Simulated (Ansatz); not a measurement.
Ansatz results at the PBE0-D4/def2-TZVP geometry: size of the dipole moment (PBE/def2-TZVPP) 3.83 D; size of the dipole moment (B3LYP/def2-TZVPP) 3.85 D; HOMO–LUMO gap (B3LYP/def2-TZVPP) 7.56 eV.

Each molecule was computed in one conformer, which needn't be the lowest.

(1) Which molecule gave them?
A. `CC[O][Hf]([Cl])([O]CC)[O]CC`
B. `[F][Hf]([F])([SH])[Cl]`
C. `[OH][Hf]([OH])([SH])[Cl]`
D. `C[O][Hf]([Cl])([N](C)C)[N](C)C`

## Answers

(1) A. The others give `[F][Hf]([F])([SH])[Cl]`: 0.74, 0.75, 6.16; `[OH][Hf]([OH])([SH])[Cl]`: 3.66, 3.69, 6.38; `C[O][Hf]([Cl])([N](C)C)[N](C)C`: 3.12, 3.11, 6.01.

B3LYP here is the variant with VWN-RPA as its local correlation; programs differ in this.
